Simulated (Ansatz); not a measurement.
`CC[Si]OC`, relaxed with RKS PBE0-D4/def2-TZVP in the Gaussian-basis code of Ansatz from a PBE-D4/def2-SVP geometry. The force threshold is 0.005 eV/Å; the program also tests the step.

Total charge 0; spin multiplicity 1.

Start:

```xyz
13

C    -0.218   -0.654   -1.533
C     0.968    0.112   -0.913
Si    0.425    1.848   -0.227
O    -0.337    1.453    1.229
C    -0.554    0.248    1.936
H    -0.748   -0.046   -2.298
H     0.105   -1.589   -2.037
H    -0.973   -0.937   -0.771
H     1.741    0.305   -1.691
H     1.468   -0.505   -0.131
H    -1.635   -0.011    1.915
H     0.019   -0.612    1.523
H    -0.261    0.388    2.999
```

```json
{"step": "1", "energy (eV)": "-13158.7412", "largest force (eV/Å)": "1.003", "largest move (Å)": "0.000"}
{"step": "2", "energy (eV)": "-13158.8068", "largest force (eV/Å)": "0.566", "largest move (Å)": "0.035"}
{"step": "3", "energy (eV)": "-13158.8205", "largest force (eV/Å)": "0.055", "largest move (Å)": "0.031"}
{"step": "4", "energy (eV)": "-13158.8210", "largest force (eV/Å)": "0.042", "largest move (Å)": "0.015"}
{"step": "5", "energy (eV)": "-13158.8211", "largest force (eV/Å)": "0.016", "largest move (Å)": "0.004"}
{"step": "6", "energy (eV)": "-13158.8212", "largest force (eV/Å)": "0.013", "largest move (Å)": "0.007"}
{"step": "7", "energy (eV)": "-13158.8212", "largest force (eV/Å)": "0.011", "largest move (Å)": "0.003"}
{"step": "8", "energy (eV)": "-13158.8212", "largest force (eV/Å)": "0.003", "largest move (Å)": "0.003"}
```

End:

```xyz
13

C    -0.221   -0.640   -1.508
C     0.972    0.103   -0.896
Si    0.408    1.805   -0.225
O    -0.343    1.431    1.192
C    -0.550    0.239    1.911
H    -0.745   -0.024   -2.246
H     0.089   -1.555   -2.020
H    -0.955   -0.922   -0.749
H     1.724    0.295   -1.670
H     1.464   -0.514   -0.134
H    -1.609   -0.029    1.874
H     0.039   -0.593    1.515
H    -0.273    0.403    2.955
```

Hardware: 4 threads of a server CPU on a shared host. Wall time 25 s, peak host memory 0.59 GiB.
